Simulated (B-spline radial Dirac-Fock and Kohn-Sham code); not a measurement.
I⁴⁺: eigenvalues, ΔSCF and the reference

System: I⁴⁺, [Kr] 4d10 5s2 5p1.

The density-functional columns are spherical, spin-unpolarised Dirac-Kohn-Sham results without Breit or QED terms: −ε is minus the orbital energy of the initial state and ΔSCF the difference of two total energies. The reference in the last column comes from Dirac-Fock ΔSCF + Breit + QED. All numbers are from a radial finite-basis atomic code, in eV; a selection of levels is shown. For the 1s level of heavy atoms much of the gap between ΔSCF and the reference is the Breit and QED part, -116.1 eV here; for other levels the error of the functional can be larger.

| level | LDA −ε | LDA ΔSCF | PBE −ε | PBE ΔSCF | Dirac-Fock |
| --- | --- | --- | --- | --- | --- |
| 1s | 32967.9 | 33331.5 | 33004.5 | 33369.1 | 33225.9 |
| 2s | 5131.8 | 5198.8 | 5136.3 | 5203.0 | 5252.1 |
| 2p1/2 | 4820.5 | 4903.5 | 4822.1 | 4905.1 | 4910.2 |
| 2p3/2 | 4522.1 | 4599.7 | 4523.4 | 4600.9 | 4615.4 |
| 3s | 1071.8 | 1095.9 | 1073.1 | 1097.1 | 1132.5 |
| 3p1/2 | 942.7 | 967.7 | 943.1 | 968.0 | 991.1 |
| 3p3/2 | 886.6 | 910.7 | 886.9 | 910.9 | 934.3 |
| 3d3/2 | 658.3 | 684.9 | 657.9 | 684.6 | 688.0 |
| 3d5/2 | 646.5 | 672.8 | 646.1 | 672.4 | 676.5 |
| 4s | 225.2 | 237.2 | 225.5 | 237.5 | 252.1 |
| 4p1/2 | 180.1 | 191.7 | 180.1 | 191.8 | 200.7 |
| 4p3/2 | 169.0 | 180.4 | 169.1 | 180.6 | 189.6 |
| 4d3/2 | 96.18 | 106.7 | 96.04 | 106.5 | 105.7 |
| 4d5/2 | 94.43 | 104.9 | 94.30 | 104.7 | 104.0 |
| 5s | 57.96 | 64.11 | 57.47 | 63.57 | 61.25 |
| 5p | 45.12 | 50.55 | 44.70 | 50.08 | 49.53 |

Problem. Order the estimates of the K (1s) level by their distance from the Dirac-Fock value, nearest first.
A. PBE −ε
B. LDA −ε
C. LDA ΔSCF
D. PBE ΔSCF

Solution. C (105.6 eV), D (143.2 eV), A (221.5 eV), B (258.0 eV).

Values without a named source are computed, but for edge energies of neutral atoms, which are taken from tables.
